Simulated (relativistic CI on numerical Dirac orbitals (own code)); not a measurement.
**d6 in a ligand field**

Computed with a parametric ligand-field model of a d^n configuration (Racah B and C, spin-orbit zeta, crystal field), exact diagonalisation.

Field parameters in Wybourne normalisation: Oh B⁴₀ = 21Dq, B⁴₄ = √(5/14) B⁴₀. The field is a parameter set, without covalency.

Lowest levels for B = 810, C = 4180, ζ = 720 cm⁻¹, Oh, 10Dq = 7600 cm⁻¹?

T2 0 (S 2.00), E 310 (S 2.00), T1 348 (S 2.00), A1 754 (S 1.99), T1 844 (S 2.00), T2 902 (S 2.00), A2 8162 (S 2.00), T2 8172 (S 2.00), E 8183 (S 2.00) cm⁻¹, with S from ⟨S²⟩ = S(S + 1). The ground level has 2.00 electrons in the cubic e pair.

Lowest levels for B = 640, C = 3060, ζ = 900 cm⁻¹, Oh, 10Dq = 32900 cm⁻¹?

A1 0 (S 0.01), E 23911 (S 1.00), T2 23971 (S 1.00), T1 24516 (S 1.01), A1 24922 (S 1.01), T1 28372 (S 0.96), E 28639 (S 1.00), T2 29181 (S 1.00), A2 29480 (S 1.00) cm⁻¹, with S from ⟨S²⟩ = S(S + 1). The ground level has 0.03 electrons in the cubic e pair.

Lowest levels for B = 520, C = 2250, ζ = 180 cm⁻¹, Oh, 10Dq = 12300 cm⁻¹?

A1 0 (S 0.01), T2 5307 (S 2.00), E 5362 (S 1.96), T1 5379 (S 1.97), A1 5433 (S 1.91), T1 5469 (S 1.94), T2 5479 (S 1.92), E 6066 (S 1.07), T2 6099 (S 1.13) cm⁻¹, with S from ⟨S²⟩ = S(S + 1). The ground level has 0.06 electrons in the cubic e pair.

Lowest levels for B = 560, C = 2430, ζ = 650 cm⁻¹, Oh, 10Dq = 18700 cm⁻¹?

A1 0 (S 0.03), E 11649 (S 1.02), T2 11685 (S 1.02), T1 12058 (S 1.05), A1 12363 (S 1.06), T1 15125 (S 1.13), E 15322 (S 1.18), T2 15614 (S 1.48), A2 16156 (S 1.00) cm⁻¹, with S from ⟨S²⟩ = S(S + 1). The ground level has 0.05 electrons in the cubic e pair.

Lowest levels for B = 630, C = 2770, ζ = 700 cm⁻¹, Oh, 10Dq = 21300 cm⁻¹?

A1 0 (S 0.03), E 13283 (S 1.02), T2 13319 (S 1.02), T1 13726 (S 1.04), A1 14049 (S 1.05), T1 17220 (S 1.12), E 17423 (S 1.16), T2 17770 (S 1.41), A2 18310 (S 1.00) cm⁻¹, with S from ⟨S²⟩ = S(S + 1). The ground level has 0.05 electrons in the cubic e pair.
